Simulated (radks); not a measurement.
The gadolinium ion Gd2+ inside a hard spherical wall (all orbitals vanish at R), configuration held at [Xe] 4f7 5d1 and not refilled when levels cross. All-electron calculation, scalar-relativistic Kohn-Sham, LDA (Slater exchange, VWN5 correlation), spin-polarised, spherical densities, point nucleus; open shells are filled with parallel spins first (spin-orbit coupling, left out, can overturn this in heavy ions). Program: a radial shooting solver on a logarithmic mesh with Libxc functionals. Eigenvalues in eV for spin up, with the zero of energy where the potential of the charges vanishes at infinity; a dash marks a level that is unbound or too diffuse for the functional's potential to be trusted. A positive occupied level is held by the wall or, in an anion where self-interaction has pushed it up, behind a barrier. The pressure on the wall is -dE/dV.

| R (bohr) | E (hartree) | kinetic (hartree) | e(5s) | e(5p) | e(4f) | e(5d) | e(6s, empty) | e(6p, empty) | pressure (GPa) |
|---|---|---|---|---|---|---|---|---|---|
| free | -11263.2379 | 12092.502 | -64.955 | -42.157 | -24.550 | -15.971 | -15.541 | -10.950 | 0 |
| 10 | -11263.2379 | 12092.502 | -64.954 | -42.157 | -24.549 | -15.971 | -15.540 | -10.937 | 0.000136 |
| 8 | -11263.2378 | 12092.503 | -64.946 | -42.149 | -24.541 | -15.962 | -15.510 | -10.788 | 0.00705 |
| 7 | -11263.2373 | 12092.508 | -64.920 | -42.125 | -24.514 | -15.929 | -15.401 | -10.438 | 0.0485 |
| 6 | -11263.2348 | 12092.528 | -64.826 | -42.037 | -24.414 | -15.793 | -14.963 | -9.413 | 0.331 |
| 5 | -11263.2219 | 12092.615 | -64.523 | -41.754 | -24.083 | -15.272 | -13.339 | -6.436 | 2.48 |
| 4 | -11263.1442 | 12093.118 | -63.453 | -40.712 | -22.836 | -13.215 | -7.294 | 2.722 | 26.2 |
| 3 | -11262.4606 | 12097.129 | -58.418 | -35.175 | -16.721 | -3.756 | 18.293 | 35.588 | 467 |
| 2.5 | -11260.6474 | 12106.212 | -49.605 | -24.705 | -6.718 | 11.923 | 58.290 | 82.321 | 2420 |
| 2 | -11253.6988 | 12135.544 | -24.010 | 6.152 | 17.300 | 53.805 | 158.92 | 193.50 | 15200 |
| 1.5 | -11222.0745 | 12249.603 | 71.970 | 117.75 | 82.009 | 188.20 | 455.72 | 506.90 | 136000 |
